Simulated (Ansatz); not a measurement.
Mulliken charges of Cl$_{2}$GeH$_{4}$OSi (`O[SiH](Cl)[GeH2][Cl]`) from ωB97M-V/def2-TZVPP in Ansatz (PBE0-D4/def2-TZVP geometry).

```tsv
atom	x (Å)	y (Å)	z (Å)	charge (e)
O1	-0.346	1.862	0.451	-0.355
Si2	-0.529	0.270	0.768	0.468
Cl3	-2.457	-0.349	0.417	-0.201
Ge4	0.932	-0.878	-0.723	0.151
Cl5	0.170	-0.551	-2.717	-0.282
H6	-0.933	2.492	0.875	0.183
H7	-0.261	-0.045	2.195	-0.037
H8	0.926	-2.397	-0.492	0.038
H9	2.372	-0.345	-0.705	0.037
```

Q: By hand: the dipole of these point charges (1 e Å = 4.8032 D).

A: Σ q r = (0.424, -0.088, 0.807) e Å, of length 0.916 e Å = 4.40 D.

Q: How does the dipole of the full density compare? (An estimate is asked.)

A: Ansatz gave: (0.112, 0.164, 0.576) e Å, 2.93 D; the point charges give 1.50 times that, at 27° from its direction.

Point charges leave out the atoms' own dipoles, such as those of lone pairs, and Mulliken's split depends on the basis, so the two needn't agree.
